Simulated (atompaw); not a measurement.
What one change does to a pseudopotential (tantalum (Ta), PAW (atompaw))

- Element: tantalum (Ta)
- Generator: atompaw 4.2.0.5
- Type: PAW
- Functional: PBE
- Relativity: scalar-relativistic
- Frozen core: [Kr] 4d10 4f14
- Valence charge: 13
- Reference configuration: 5s2 5p6 5d3 6s1.75 6p0.25
- Partial waves: 5s (bound): rc 1.50 bohr; 6s (bound): rc 2.90 bohr; 5p (bound): rc 1.75 bohr; 6p (bound): rc 2.90 bohr; 5d (bound): rc 2.90 bohr; 5d channel at 2.55 Ry: rc 2.90 bohr
- Local potential: vpsmatchnc scheme with l = 3 at 0 Ry, radius 2.10 bohr
- Core correction: smooth core density matched at 1.80 bohr
- Augmentation charge: besselshape compensation charge, radius 2.55 bohr; PAW radius 2.90 bohr; waves and projectors: custom rrkj vanderbiltortho

Change: wave 6s (bound): rc 2.90 bohr becomes 6s (bound): rc 2.84 bohr.

Cutoffs: the cutoffs (Ry, on a coarse ladder) from which the occupation-weighted sum of valence levels, in a spherical-Bessel basis at the reference potential, stays within 10 and 1 mRy of its value at 400 Ry; they do not see the model core or the augmentation charge, which bear on the density cutoff.

What does the change do?

The potential gets harder (25 Ry and 50 Ry → 50 Ry and 50 Ry); both files keep a bound ghost (p, s).

```csv
quantity,base,changed
"cutoff, loose",25 Ry,50 Ry
"cutoff, tight",50 Ry,50 Ry
bound ghosts,"s, p","s, p"
s: phases at 2.91 bohr within 0.05 rad from the reference energy up to (Ry; the scan ends near 5),1.3,1.4
p: phases at 2.91 bohr within 0.05 rad from the reference energy up to (Ry; the scan ends near 5),3.4,3.4
d: phases at 2.91 bohr within 0.05 rad from the reference energy up to (Ry; the scan ends near 5),4.0,4.0
lowest overlap eigenvalue by channel,"s 0.05, p 0.46, d 0.80","s 0.08, p 0.46, d 0.80"
```

 A true bound ghost makes a file unfit for plane-wave use even where its test errors are small: the radial tests pick states by their node count and pass the ghost by. The cutoffs see the waves, projectors and local potential, not the compensation charge or the core.
